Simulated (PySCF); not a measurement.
r2SCAN on Fe- (iron, charge -1), [Ar] 3d7 4s2, high-spin 4F determinant. All numbers are calculated (PySCF 2.14, scalar relativity by spin-free X2C-1e, in aug-cc-pVTZ-DK (8s7p5d3f2g, 93 functions)).

```
cycle= 1 E= -1272.54673045106  delta_E= 0.025  |g|= 0.46  |ddm|= 1.69
cycle= 2 E= -1272.21644121983  delta_E= 0.33  |g|= 1.28  |ddm|= 1.29
cycle= 3 E= -1272.59280518122  delta_E= -0.376  |g|= 0.172  |ddm|= 0.969
cycle= 4 E= -1272.60276608233  delta_E= -0.00996  |g|= 0.0618  |ddm|= 0.258
cycle= 5 E= -1272.60418449711  delta_E= -0.00142  |g|= 0.00475  |ddm|= 0.0647
cycle= 6 E= -1272.60419368332  delta_E= -9.19e-06  |g|= 0.000782  |ddm|= 0.0201
cycle= 7 E= -1272.60419451251  delta_E= -8.29e-07  |g|= 9.15e-05  |ddm|= 0.00946
cycle= 8 E= -1272.60419457288  delta_E= -6.04e-08  |g|= 0.000152  |ddm|= 0.00328
cycle= 9 E= -1272.60419459429  delta_E= -2.14e-08  |g|= 1.84e-05  |ddm|= 0.00225
cycle= 10 E= -1272.60419459864  delta_E= -4.35e-09  |g|= 1.78e-05  |ddm|= 0.00211
cycle= 11 E= -1272.60419460072  delta_E= -2.08e-09  |g|= 7.56e-06  |ddm|= 0.00194
cycle= 12 E= -1272.6041946011  delta_E= -3.79e-10  |g|= 4.91e-06  |ddm|= 0.00107
converged SCF energy = -1272.6041946011  <S^2> = 3.83218  2S+1 = 4.0408811
```

Highest occupied orbital energy: 2.632 eV; ⟨L²⟩ = 12.04; populations by l: s 8.00, p 12.00, d 7.00, f 0.00.

Problem. Can this result be used?

Solution. With care. Self-consistency was reached. ⟨S²⟩ = 3.83 against 3.75 shows spin contamination. At r2SCAN the highest occupied level has a positive energy, so only the finite basis holds that electron; in a semilocal or global hybrid functional this comes from self-interaction and does not mean that the real anion is unbound.
